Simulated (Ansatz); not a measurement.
`CN[SiH2]NC`, charge 0, multiplicity 1.

(1) Give a relaxed structure at PBE0-D4/def2-TZVP (Ansatz 0.2.0). (An estimate is asked.)

Results:

(1) Computed: 
Cartesian coordinates in Å:
```
C 0.526 -1.838 1.489
N 0.101 -0.513 1.103
Si -1.036 -0.143 -0.122
N -0.626 1.356 -0.833
C 0.634 1.659 -1.474
H 1.600 -1.867 1.702
H 0.340 -2.532 0.666
H -0.003 -2.226 2.369
H 0.306 0.199 1.787
H -0.979 -1.345 -1.008
H -2.455 0.059 0.299
H -1.376 1.983 -1.072
H 1.405 0.990 -1.085
H 0.957 2.682 -1.258
H 0.605 1.535 -2.564
```
This is one stationary point; other conformers may exist.
